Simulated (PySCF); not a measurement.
C2H7BO2. Atoms are numbered in the order given.

```xyz
12

B      0.0016     0.5943     0.0000
C      0.7721    -0.7855     0.0000
C     -0.1113    -2.0264     0.0000
H      1.4506    -0.7969     0.8744
H      1.4506    -0.7969    -0.8744
H     -0.7685    -2.0456    -0.8825
H     -0.7685    -2.0456     0.8825
H      0.4785    -2.9562     0.0000
O     -1.3573     0.6084     0.0000
H     -1.6969     1.5106     0.0000
O      0.6425     1.8051     0.0000
H      1.5998     1.7225     0.0000
```

Geometry: PBE0-D3(BJ)/def2-SVP. Other conformers were not sampled.

All values below come from PySCF with PBE/def2-TZVP.

Symmetry labels are those of the subgroup Cs that the program uses (full group Cs).

Computed valence orbital energies around the gap with their symmetry:
| orbital | symmetry | energy (eV) |
|---|---|---|
| HOMO−7 | A' | -10.27 |
| HOMO−6 | A' | -9.67 |
| HOMO−5 | A" | -9.11 |
| HOMO−4 | A' | -8.66 |
| HOMO−3 | A' | -8.47 |
| HOMO−2 | A" | -7.99 |
| HOMO−1 | A" | -7.47 |
| HOMO | A' | -7.18 |
| LUMO | A' | -0.14 |
| LUMO+1 | A" | 0.48 |
| LUMO+2 | A' | 0.74 |
| LUMO+3 | A' | 1.11 |
